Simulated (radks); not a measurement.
The numbers below are computed, except where a source is named.
All-electron atom: Ni VI in [Ar] 3d5. Code: a radial shooting solver on a logarithmic mesh with Libxc functionals. Model: scalar-relativistic Kohn-Sham, LDA (Slater exchange, Perdew-Wang correlation), spin-polarised, spherical densities, point nucleus; open shells are filled with parallel spins first. Some entries of the table are withheld. Estimate them.

| orbital | occ. | eigenvalue (Ry) | <r^2> (bohr^2) |
|---|---|---|---|
| 1s up | 1 | -608.9725 | 0.003948 |
| 1s down | 1 | -608.9694 | 0.003948 |
| 2s up | 1 | -78.91216 | 0.07121 |
| 2s down | 1 | -78.62727 | 0.07090 |
| 2p up | 3 | -68.89947 | 0.05717 |
| 2p down | 3 | -68.68020 | 0.05684 |
| 3s up | 1 | -14.68491 | (1) |
| 3s down | 1 | -14.17654 | (2) |
| 3p up | 3 | (3) | 0.6438 |
| 3p down | 3 | (4) | 0.6564 |
| 3d up | 5 | -6.98904 | 0.7568 |
| 3d down | 0 | -6.49466 | 0.8009 |

Answer. 
(1) 3s up <r^2> (bohr^2): 0.5954
(2) 3s down <r^2> (bohr^2): 0.6032
(3) 3p up eigenvalue (Ry): -11.74104
(4) 3p down eigenvalue (Ry): -11.24288
